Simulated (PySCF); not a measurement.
# Energy of Co(2+) (cobalt, charge +2) between two integer charges

The 3d beta orbital of [Ar] 3d7 is emptied in steps (occupation f), with all orbitals relaxed, ending at [Ar] 3d6. Calculation: PySCF 2.14, in aug-cc-pVDZ; the non-relativistic Hamiltonian (point nucleus). The exact energy is a straight line in f; departures are measured from the line between the end points of the same method.

```csv
f,BHandHLYP (eV),wB97X (eV),MN15 (eV)
1,0.000,0.000,0.000
0.75,-0.536,-0.598,-0.918
0.5,-0.727,-0.806,-1.234
0.25,-0.555,-0.609,-0.931
0,0.000,0.000,0.000
```

For BHandHLYP, how does the orbital energy at f = 1 compare with the removal energy?

−ε = 30.944 eV against a total-energy difference of 33.746 eV. By Janak's theorem ε = ∂E/∂f, so the gap between them reflects the curvature. Along the path −ε is 32.277 (f = 0.75), 33.697 (f = 0.5), 35.189 (f = 0.25) eV.

```csv
method,E(f=0) − E(f=1) (eV),−ε at f=1 (eV),−ε at f=0.5 (eV)
BHandHLYP,33.746,30.944,33.697
wB97X,33.970,30.828,33.940
MN15,33.519,28.668,33.486
```

Reference removal energy between the ground levels: 33.5 ± 0.06 eV (semi-empirical (NIST evaluation); NIST Atomic Spectra Database, ionization energies). The calculation has no spin-orbit coupling. The determinant left behind need not be the lowest term of the ion.
